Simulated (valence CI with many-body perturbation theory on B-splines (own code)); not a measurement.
**Ru XXXII: input, log and results**

Calculated by relativistic CI+MBPT: three valence electrons over a frozen Dirac-Fock core [Ne], a basis of 11 s, 11 p, 10 d, 8 f, 5 g, 2 h functions for each j, with the one-electron correlation potential Σ1 (screened to all orders), the two-electron term Σ2, the three-electron term Σ3, Breit, model QED; selected single and double excitations, second order for the rest, scaled by the run's own slope (own B-spline code, finite nucleus).

Command, and the settings that its task file holds:

```sh
python run_cv.py task.json out
```

```
atom Ru  Z=44  mass_number=102  rms_radius_fm=4.4809
core [Ne]
valence 3s2 3p1
avg = 1
basis = M
breit = 1
cap = 32000
capref = 2000
cscale = 1
de = 0.0
dress = 0
eps = 2e-08
extrap = 1
h = 0.27
hh = 1
l2 = 3
lcore = 6
maxit = 60
n2 = 5
natural = 1
nlev = 150
nno = [5, 5, 5, 4, 2, 1]
nroot = 36
nsp = [6, 6, 5, 4, 3, 1]
pt2 = 1
qed = 1
rpa = 1
s1 = 1
s2 = 1
s3 = 1
screen = 1
tol = 2e-05
whole = 1
```

It took 85 s on 1 thread of Intel(R) Xeon(R) Platinum 8259CL CPU @ 2.50GHz (Skylake/Cascade Lake), on a shared host.

Log. The first blocks belong to the next ion, which gives the ionisation energy. Fields: 2J, parity (1 odd), roots, reference size, generating configurations, candidates as configurations/state functions, variational space P, stored matrix elements, Davidson steps; e2 is the range of second-order energies in hartree. The first line gives the box (bohr), its intervals, the orbitals and the steps of their self-consistent field. Window is the range of levels sought, series limit the energy at which the first omitted orbital would enter, core excitation an estimate of the first excitation out of the core, left out the lowest levels not solved, and shifts from estimates the range by which levels moved from their first estimate, all in cm⁻¹.

```
rmax 5.9 intervals 60 orbitals 83 references ['3s2 3p', '3s 3p2', '3s2 3d', '3p3', '3s 3p 3d'] scf 3 t 1.3
2J=0 par=0 roots 2 ref 18 generators 4 cand 387/387 P 405/405 nnz 0 it 0
2J=0 par=0 roots 2 ref 18 generators 7 cand 11/11 P 416/416 nnz 0 it 0
   second order: generators 7 cand 0/0 e2 -0.00000 -0.00000
reference levels 1222, estimated 589, window 6881367 1/cm; series limit 12315829, core excitation 21482502
2J=1 par=1 roots 17 ref 90 generators 26 cand 1610/2521 P 4234/6391 nnz 4.6e+06 it 5
2J=1 par=1 roots 17 ref 90 generators 32 cand 3183/4840 P 7417/11231 nnz 1.2e+07 it 7
   second order: generators 49 cand 8419/13368 e2 -0.00003 -0.00000
2J=3 par=1 roots 25 ref 146 generators 29 cand 871/2069 P 3393/7243 nnz 6.7e+06 it 5
2J=3 par=1 roots 25 ref 146 generators 38 cand 4763/10210 P 8156/17453 nnz 3.1e+07 it 9
   second order: generators 59 cand 12474/28621 e2 -0.00005 -0.00000
2J=1 par=0 roots 15 ref 93 generators 23 cand 1679/2662 P 4190/6393 nnz 4.7e+06 it 5
2J=1 par=0 roots 15 ref 93 generators 29 cand 2714/4158 P 6904/10551 nnz 1.1e+07 it 7
   second order: generators 47 cand 7329/11590 e2 -0.00004 -0.00000
2J=3 par=0 roots 23 ref 147 generators 29 cand 882/2060 P 3336/7229 nnz 6.6e+06 it 5
2J=3 par=0 roots 23 ref 147 generators 37 cand 5130/11497 P 8466/18726 nnz 3.4e+07 it 9
   second order: generators 56 cand 10080/23332 e2 -0.00007 -0.00000
2J=5 par=0 roots 21 ref 153 generators 21 cand 763/2078 P 3016/7266 nnz 7.1e+06 it 5
2J=5 par=0 roots 21 ref 153 generators 26 cand 4935/12564 P 7951/19830 nnz 4.2e+07 it 8
   second order: generators 47 cand 10527/27894 e2 -0.00007 -0.00000
2J=5 par=1 roots 20 ref 147 generators 16 cand 772/2062 P 3013/7245 nnz 7.1e+06 it 5
2J=5 par=1 roots 20 ref 147 generators 29 cand 4252/10198 P 7265/17443 nnz 3.6e+07 it 7
   second order: generators 49 cand 12457/34117 e2 -0.00003 -0.00000
2J=7 par=1 roots 14 ref 115 generators 13 cand 828/2097 P 2708/6410 nnz 5.8e+06 it 5
2J=7 par=1 roots 14 ref 115 generators 17 cand 4382/11677 P 7090/18087 nnz 3.7e+07 it 7
   second order: generators 37 cand 13311/40440 e2 -0.00007 -0.00000
2J=9 par=1 roots 7 ref 66 generators 9 cand 1633/3820 P 2924/6378 nnz 6.1e+06 it 4
2J=9 par=1 roots 7 ref 66 generators 13 cand 2629/6822 P 5553/13200 nnz 2.1e+07 it 5
   second order: generators 25 cand 7079/19761 e2 -0.00004 -0.00001
2J=7 par=0 roots 12 ref 114 generators 13 cand 978/2629 P 2656/6381 nnz 6.1e+06 it 5
2J=7 par=0 roots 12 ref 114 generators 22 cand 3925/9827 P 6581/16208 nnz 3.2e+07 it 7
   second order: generators 40 cand 13476/39716 e2 -0.00004 -0.00000
2J=9 par=0 roots 8 ref 72 generators 13 cand 1691/3842 P 2963/6397 nnz 6.3e+06 it 5
2J=9 par=0 roots 8 ref 72 generators 18 cand 3043/8151 P 6006/14548 nnz 2.5e+07 it 8
   second order: generators 29 cand 9130/27418 e2 -0.00008 -0.00000
2J=11 par=1 roots 3 ref 31 generators 7 cand 1689/3868 P 3140/6399 nnz 5.6e+06 it 4
2J=11 par=1 roots 3 ref 31 generators 13 cand 1687/4302 P 4827/10701 nnz 1.4e+07 it 4
   second order: generators 17 cand 7304/22054 e2 -0.00006 -0.00000
2J=11 par=0 roots 2 ref 28 generators 4 cand 1457/3439 P 2782/5959 nnz 5.2e+06 it 4
2J=11 par=0 roots 2 ref 28 generators 6 cand 965/2462 P 3747/8421 nnz 9.4e+06 it 4
   second order: generators 17 cand 10558/28800 e2 -0.00004 -0.00002
left out: unestimated 9631028, estimated 7384317, shifts from estimates -4 to 111
operators 1.6
```

The Davidson iterations converged.

The last digits are not significant, and no measured levels were compared; by estimate large intervals hold to a few tenths of a per cent, small ones and those within an open d or f shell to about a per cent.

| Property | Result |
| --- | --- |
| Valence energy | -212.078 hartree |
| Ionisation energy | 1811.5 eV (NIST: 1794 ± 8 eV (semi-empirical)) |
| Reference configurations for the orbitals | 3s2 3p, 3s 3p2, 3s2 3d, 3p3, 3s 3p 3d |
| Radial orbitals | 83 |
| Box radius | 5.889 bohr |
| Largest variational space | 19830 |
| Lowest levels | (3s^2 3p1/2) J=1/2 0, (3s^2 3p3/2) J=3/2 254440, (3s 3p1/2^2) J=1/2 584440, (3s 3p1/2 3p3/2) J=3/2 [a] 752650, (3s 3p1/2 3p3/2) J=5/2 814300, (3s 3p1/2 3p3/2) J=3/2 [b] 912080, (3s 3p1/2 3p3/2) J=1/2 984870, (3s 3p3/2^2) J=5/2 1044500, (3s^2 3d3/2) J=3/2 1198000, (3s 3p3/2^2) J=1/2 1241100, (3s^2 3d5/2) J=5/2 1284700, (3s 3p3/2^2) J=3/2 1287600, (3p1/2^2 3p3/2) J=3/2 1537800, (3s 3p1/2 3d3/2) J=3/2 [a] 1639600 cm⁻¹ |

Levels are named by their leading jj configuration (3d3/2^4 stands for four electrons in 3d with j = 3/2), which in mixed levels can hold well under half, so a name can repeat and another be missing. Letters in brackets count levels of one name in rising energy.
